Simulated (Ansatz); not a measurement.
Two structures of Si2NH8F3, singlet, reached by relaxing down either side of one saddle point (PBE0-D4/def2-TZVP). Energies are electronic, without zero-point energy. Ansatz 0.2.0; basis: def2-TZVPP and def2-QZVPP; cores frozen in the correlated methods. Extrapolation: Hartree–Fock as exp(−7.88 √X), correlation as X^−2.97. First:

Si1  (-0.189, -0.172, -0.412)
Si2  (-0.952, -0.940, 1.701)
F3  (-1.130, -1.092, -1.349)
F4  (1.344, -0.653, -0.253)
H5  (-0.521, 1.276, -0.356)
H6  (1.324, 1.133, -2.228)
N7  (0.589, 0.447, -2.356)
H8  (0.792, 1.000, 2.327)
F9  (1.244, 1.743, 1.995)
H10  (-2.374, -0.580, 1.969)
H11  (-0.788, -2.400, 1.939)
H12  (-0.177, -0.281, 2.814)
H13  (0.979, -0.341, -2.862)
H14  (-0.140, 0.860, -2.928)
(Å)

Second:

```xyz
14
angstrom
Si 0.0351 0.8402 -0.7025
Si -0.9149 -1.1348 2.7266
F -0.9876 -0.2575 -1.2888
F 1.4121 0.3276 -0.0424
H -0.6913 1.1544 0.5478
H 1.9195 0.9347 -2.5434
N 1.0676 0.3887 -2.4779
H 0.0951 -0.1341 3.1509
F 0.0160 2.3125 -1.3543
H -2.2255 -0.4728 2.5117
H -0.4747 -1.7962 1.4729
H -1.0591 -2.1635 3.7910
H 1.3153 -0.5941 -2.5046
H 0.4926 0.5952 -3.2871
```

**Question.** Which bonds change from the first to the second?

**Answer.** Si₂NH₇F₂ ([NH3][SiH]([F])([F])[SiH3]) + HF → SiNH₄F₃ ([NH3][SiH]([F])([F])[F]) + SiH₄; bonds formed: Si1–F9, Si2–H8; bonds broken: Si1–Si2, H8–F9.

**Question.** Give the saddle point's structure and its height above each. (Judge from chemistry; the value comes from the calculation.)

**Answer.** Computed: 104.9 kJ/mol above the first and 280.9 kJ/mol above the second (CCSD(T) at an estimated basis limit (MP2 extrapolated from triple and quadruple zeta, plus CCSD(T) − MP2 in triple zeta)).
```
14
angstrom
Si -0.0837 -0.1108 -0.4152
Si -0.7967 -0.7329 2.0168
F -0.8549 -1.2824 -1.2250
F 1.3024 -0.9431 -0.1888
H -1.1626 0.9115 -0.5035
H 1.1448 1.5973 -1.7305
N 0.7699 0.6902 -1.9928
H 0.2921 0.6285 1.2635
F 0.8822 1.3549 0.6396
H -1.9495 0.0365 2.5631
H -1.3175 -2.0312 1.5059
H 0.1455 -1.0407 3.1305
H 1.5329 0.1073 -2.3236
H 0.0950 0.8150 -2.7402
```

The search had been set up for a ligand exchange through a proton shuttle (forming Si1–N7, H6–F9, Si2–H8, breaking Si1–Si2, H6–N7, H8–F9); from that guess it ended on this step instead.

T1 diagnostic: at most 0.013.

Labels in which every atom is bracketed show which atoms are joined, not bond orders.

For scale, one of the runs: CCSD(T)/def2-TZVPP, 320 basis functions, launched by `ansatz run in.yaml --threads 5 --pin off --events-out ev --progress --plain --max-ram 66560MiB --backend cuda --devices 0, --max-vram 37GiB`. Time: 21 s of wall clock on 5 CPU threads of an AMD EPYC 7R13 and a share of one NVIDIA H100; the host was shared. Peak host memory: 0.83 GiB.
